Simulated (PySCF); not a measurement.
Compound: C5H12Si.
Bonds: C1–C2, C2–C3, C3–Si4, Si4–C5, C5–C6, C1–C6. Hydrogens: H7, H8 on C1; H9, H10 on C2; H11, H12 on C3; H13, H14 on Si4; H15, H16 on C5; H17, H18 on C6.

Computed by this run: PBE0-D3(BJ)/def2-SVP geometry optimisation, gas phase (PySCF 2.14.0); density fitting, grid level 1; the optimiser is geomeTRIC in internal coordinates, started from a GFN2-xTB structure with every atom displaced at random (about 0.03 Å).

Step 0: E = -13242.2677 eV
```
atom  x, y, z in Å  |  force x, y, z in eV/Å
C1     -0.6367   -1.3292   -0.2276   -2.127   5.056  -1.198
C2      0.7648   -1.3181    0.1286    1.019   1.280   1.997
C3      1.5128   -0.1338   -0.4558    3.244  -0.141   3.202
Si4     0.9229    1.5295    0.1306   -3.312  -0.941  -0.246
C5     -1.0530    1.2396   -0.1173    0.913   1.645   2.515
C6     -1.4696   -0.1000    0.4314    0.870  -1.545  -0.493
H7     -0.7630   -1.1553   -1.3236    0.082  -0.435   0.249
H8     -1.1177   -2.1842    0.0264   -1.655  -3.261   0.874
H9      1.2015   -2.2249   -0.1810    1.026  -1.543  -0.634
H10     0.8650   -1.3234    1.2543   -0.021   0.044  -0.676
H11     1.5363   -0.1963   -1.4936   -0.012   0.016  -2.500
H12     2.6348   -0.2120   -0.1072   -1.649   0.022  -0.759
H13     1.2321    2.6710   -0.6991    0.670   0.739  -0.429
H14     1.0757    1.7695    1.5815    0.408   0.055   0.243
H15    -1.3202    1.2939   -1.1428   -0.253   0.309  -1.556
H16    -1.6242    2.0742    0.4462    0.717  -0.992  -0.891
H17    -1.2771   -0.1289    1.5104   -0.072  -0.093   0.333
H18    -2.5583   -0.2419    0.2930    0.151  -0.214  -0.032
```

Question: Estimate the geometry and energy of step 1. (The exact step hangs on the optimiser's Hessian estimate; all steps are aligned on step 0, rigid shifts and turns removed.)

Answer: E = -13243.2063 eV, largest force 1.053 eV/Å
```
atom  x, y, z in Å  |  force x, y, z in eV/Å
C1     -0.6963   -1.2879   -0.2180   -0.576   0.778   0.004
C2      0.7779   -1.3050    0.1432    0.237  -0.155   0.099
C3      1.5646   -0.1235   -0.4318    0.603  -0.016   0.213
Si4     0.8376    1.5180    0.1244   -0.999  -0.139  -0.303
C5     -1.0484    1.2529   -0.1044    0.361   0.186   0.336
C6     -1.4667   -0.1151    0.4369    0.317  -0.477  -0.166
H7     -0.8200   -1.1613   -1.3103    0.098  -0.259  -0.023
H8     -1.2052   -2.2204    0.0613    0.151  -0.184   0.016
H9      1.2527   -2.2462   -0.1839   -0.090  -0.022  -0.069
H10     0.8786   -1.3057    1.2461   -0.046   0.003  -0.043
H11     1.5909   -0.1700   -1.5325   -0.121   0.035  -0.073
H12     2.6235   -0.1849   -0.1135   -0.099  -0.029  -0.058
H13     1.2747    2.6845   -0.7037    0.177   0.016   0.100
H14     1.0836    1.7510    1.5807    0.168   0.057   0.015
H15    -1.2983    1.3426   -1.1755    0.005  -0.029  -0.017
H16    -1.5914    2.0576    0.4183   -0.062   0.031  -0.064
H17    -1.2851   -0.1716    1.5263   -0.097   0.113   0.012
H18    -2.5466   -0.2856    0.2908   -0.026   0.092   0.019
```

The energy changes by -0.9387 eV. The first-order estimate −F·Δx gives -1.7011 eV and the mean of the old and new forces, exact on a quadratic surface, -0.9460 eV. The step makes an angle of 48° with the force vector and moves no atom by more than 0.101 Å.

The cost below is that of the whole optimisation. The run took 49 s on one thread, Intel Xeon 6975P-C (x86_64) (shared host), and the process peaked at 0.61 GiB of memory.
